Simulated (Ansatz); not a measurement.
Computed with Ansatz on PBE0-D4/def2-TZVP structures; ΔE is electronic, products minus reactants. CCSD(T)/CBS is the MP2 limit (def2-TZVPP, def2-QZVPP) plus CCSD(T) − MP2 in def2-TZVPP, frozen cores. Functionals use def2-TZVPP. For Ga outer-core shells are correlated without core-valence functions, which leaves a few kJ/mol of doubt a bond. Scalar relativity is left out up to krypton. Each species was taken in one conformer, which may not be the lowest.

`CC(C)C(C)O` + `[OH][Ga]([SH])[SH]` → `C[O][Ga]([SH])[SH]` + `CC(C)CO`  (substitution at a C–C bond)

`CC(C)C(C)O`:

```xyz
18

C    -1.462    0.025    0.879
C    -0.449    0.486   -0.159
C    -0.086    1.948    0.063
C     0.801   -0.387   -0.158
C     0.519   -1.860   -0.387
O     1.651    0.116   -1.178
H    -2.313    0.709    0.908
H    -1.018    0.014    1.880
H    -1.849   -0.974    0.672
H    -0.896    0.387   -1.157
H     0.634    2.294   -0.678
H     0.354    2.087    1.056
H    -0.976    2.579    0.004
H     1.293   -0.266    0.822
H     1.456   -2.420   -0.459
H    -0.055   -2.295    0.433
H    -0.034   -2.002   -1.319
H     2.431   -0.443   -1.223
```

`[OH][Ga]([SH])[SH]`:

Cartesian coordinates in Å:
```
O 1.468 0.269 0.242
Ga -0.246 -0.167 0.020
S -0.853 -2.104 0.826
S -1.693 1.136 -0.996
H 1.716 1.124 -0.115
H 0.392 -2.353 1.271
H -0.784 2.094 -1.248
```

`C[O][Ga]([SH])[SH]`:

```xyz
10

C     1.385    1.036   -0.644
O     0.146    1.009    0.021
Ga   -0.746   -0.489    0.355
S     0.110   -2.399   -0.306
S    -2.649   -0.280    1.411
H     1.315    1.681   -1.526
H     1.722    0.046   -0.980
H     2.155    1.443    0.019
H    -0.926   -3.105    0.177
H    -2.513    1.057    1.473
```

`CC(C)CO`:

Z-matrix (Å, degrees):
```
C
C 1 1.521
H 1 1.096 2 110.8
H 1 1.093 2 112.0 3 -121.0
H 1 1.093 2 111.1 3 119.5
C 2 1.521 1 111.1 3 -62.8
C 2 1.522 1 111.5 3 59.9
H 2 1.097 1 108.4 3 177.6
H 6 1.093 2 111.5 1 -178.8
H 6 1.092 2 111.2 1 -58.5
H 6 1.095 2 110.9 1 61.1
O 7 1.411 2 114.1 1 61.4
H 7 1.093 2 109.6 1 179.6
H 7 1.102 2 109.2 1 -63.4
H 12 0.960 7 108.4 2 -67.7
```

| species | r2SCAN energy (Eh) |
| --- | --- |
| `CC(C)C(C)O` | -272.92786 |
| `[OH][Ga]([SH])[SH]` | -2798.34199 |
| `C[O][Ga]([SH])[SH]` | -2837.62390 |
| `CC(C)CO` | -233.62087 |

(1) Work out ΔE.

Largest T1 diagnostic among the species: 0.013.

Answers

(1) ΔE = (-2837.62390) + (-233.62087) − (-272.92786) − (-2798.34199) = 0.02508 Eh = +65.8 kJ/mol. CCSD(T)/CBS gives +71.6 kJ/mol.

In def2-TZVPP, CCSD(T) changes the Hartree–Fock value by +13.7 kJ/mol (the triples alone add +1.1 kJ/mol) and MP2 by +20.0 kJ/mol. From PBE to PBE0 (25 % exact exchange), in def2-TZVPP and without D4, ΔE moves by +3.1 kJ/mol.
